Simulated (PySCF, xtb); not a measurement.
4-fluoro-1,3-dioxole (C₃H₃FO₂), SMILES FC1=COCO1.

GFN2-xTB in xtb at its own geometry gives an orbital gap of 4.48 eV and a dipole moment of 1.49 D.

The structure is a stationary point at B3LYP-D3(BJ)/def2-SVP. A frequency run showed that this geometry is not a minimum. The values are those of a single conformer.

### Question
What does PBE/def2-TZVP in PySCF give? (The exact figures need the calculation; the answer reports its results.)

### Answer
gap 4.66 eV (levels -4.56 and 0.10 eV), dipole 0.87 D.
